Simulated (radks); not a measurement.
Results of a calculation; reference values are marked as such.
The gallium ion Ga2+, [Ar] 3d10 4s1. Code: a radial shooting solver on a logarithmic mesh with Libxc functionals. Model: non-relativistic Kohn-Sham, exchange-only LDA, spin-polarised, spherical densities, point nucleus. Every spin shell is full or empty, so the densities are truly spherical. Functionals are evaluated on that one density, not self-consistently. Rank these orbital-free kinetic functionals by their error against the exact value of the orbitals, and give that value: Thomas-Fermi, von Weizsacker, TF + vW, TF + vW/5, LC94, APBEK, Perdew 92, Thakkar, Pearson, LKT, DePristo-Kress, Ernzerhof.

Answer. Exact: 1918.19 hartree. From best to worst, with 100 (|E| - |E exact|)/|E exact| (equal figures are ties): APBEK -0.01, LC94 -0.09, DePristo-Kress -0.18, Ernzerhof -0.47, Thakkar -0.55, Perdew 92 -0.84, Pearson -1.26, TF + vW/5 +3.48, Thomas-Fermi -6.27, LKT +23.03, TF + vW +42.50, von Weizsacker -51.22.
